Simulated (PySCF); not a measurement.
B₂H₄, SMILES B[BH2-], charge -1, multiplicity 2. Atoms are numbered in the order given.

```xyz
6

B      0.0000     0.0000     0.8215
B      0.0000     0.0000    -0.8215
H      0.0000     1.0195     1.5014
H      0.0000    -1.0195     1.5014
H      0.0000     1.0195    -1.5014
H      0.0000    -1.0195    -1.5014
```
Charge -1, spin multiplicity 2.

Coordinates come from a r2SCAN-D4/def2-TZVPD optimisation.

All values below come from PBE/def2-TZVPD (PySCF).

Gas-phase values at a fixed geometry. A positive occupied level means that this level leaves the electron formally unbound; only the finite basis holds it.

Computed frontier levels, dipole moment and polarisability:
The α spin, highest occupied and lowest empty level is 1.09 and 3.55 eV. The β spin, highest occupied and lowest empty level comes out as -0.62 and 2.34 eV and the dipole moment about the centre of nuclear charge is 0.00 D. The mean static polarisability is 66.7 bohr³ (9.88 Å³) and the polarisability, principal values is 55.2, 61.2, 83.6 bohr³. The ⟨S²⟩ is 0.753 (pure state 0.75).
